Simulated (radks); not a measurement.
Q: The table gives one normalised radial function P(r) = r R(r) (large component) of N3+ in [He] 2s2 (r in bohr). Calculated with a radial shooting solver on a logarithmic mesh with Libxc functionals: Dirac Kohn-Sham, PBEsol, spin-unpolarised, spherical densities, finite nucleus; Fermi nuclear charge, rms radius 2.5582 fm.

r,P
0.02151,0.6510
0.02892,0.8308
0.03889,1.0418
0.0527,1.2824
0.07085,1.5206
0.09526,1.7287
0.1281,1.8590
0.1736,1.8550
0.2334,1.6767
0.3138,1.3317
0.4252,0.8794
0.5717,0.4669
0.7686,0.1846
1.033,0.0491
1.401,0.0072
1.883,0.0005
2.532,0.0000
3.431,0.0000

Which n and l does it have? It may be an empty orbital.

A: n = 1, l = 0: the number of nodes gives n - l - 1 = 0, the rise at small r points to l (this Dirac orbital starts outside the nucleus as r^gamma with gamma = sqrt((l + 1)^2 - (Z/c)^2) = 1.00; the j = 1/2 orbital of l + 1 starts with the same power, but with a smaller coefficient, and then steepens), and the extent must fit the shell. The curve is that of 1s1/2. 1s1/2: eigenvalue -449.06 eV, 0 radial nodes, <r> = 0.229 bohr, 90 % of the charge inside 0.411 bohr.
